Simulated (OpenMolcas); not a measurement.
An atom or ion with 22 electrons was computed by MS-CASPT2, IPEA 0.25 Eh, imaginary shift 0.1 Eh with spin-orbit coupling (OpenMolcas, ANO-RCC-VTZP, DKH2). The lowest levels that the run gave, each within 12 % of the measured value where one is at hand:

| J | Parity | E (cm-1) | g |
| --- | --- | --- | --- |
| 0 | even | 0.0 |  |
| 1 | even | 39.7 | 1.501 |
| 2 | even | 118 | 1.501 |
| 3 | even | 231 | 1.501 |
| 4 | even | 376 | 1.501 |
| 0 | even | 10770 |  |
| 1 | even | 11000 | 1.501 |
| 2 | even | 11430 | 1.501 |
| 4 | even | 12240 | 0.801 |
| 5 | even | 12320 | 1.034 |
| 6 | even | 12420 | 1.167 |
| 2 | even | 12890 | 0.666 |

Which ion is it, and what are the configurations and terms?

V+ (Z = 23, charge +1; active space 4 electrons in 5 orbitals (3d)). J, parity and g give the terms where levels are pure, and mixed ones are named by the computed weights; the size of the splittings, set against known spectra of the 22-electron sequence, gives the charge. In order, with the measured energies in cm-1 (NIST Handbook of Basic Atomic Spectroscopic Data): 3d4 5D0, 3d4 5D1 (36.0), 3d4 5D2 (107), 3d4 5D3 (209), 3d4 5D4 (339), 3d4 3P0(1), 3d4 3P1(1), 3d4 3P2(1), 3d4 3H4, 3d4 3H5, 3d4 3H6, 3d4 3F2(1).

Term energies are means over components that CASPT2 splits; among the terms shown or strongly mixed into the levels shown the widest spread is 740 cm-1 (3d4 3H). Some high roots are left out of the spin-orbit mixing, which shifts the levels that they would mix with. The CASPT2 spread within a term exceeds the gap to the next term for 3d4 3H and 3d4 3F(1), so the order of their levels is uncertain, and so are names and mixing where such terms share a J. Measured partners are found by configuration, term and J. A level has none where our copy of the source lacks it or the pairing is in doubt (some pairs that miss far off the trend of their configuration count as doubtful), and it then counts in no deviation. Levels of configurations outside the active space are missing.

A number in round brackets counts repeated terms of one configuration in the order of the reference energies.
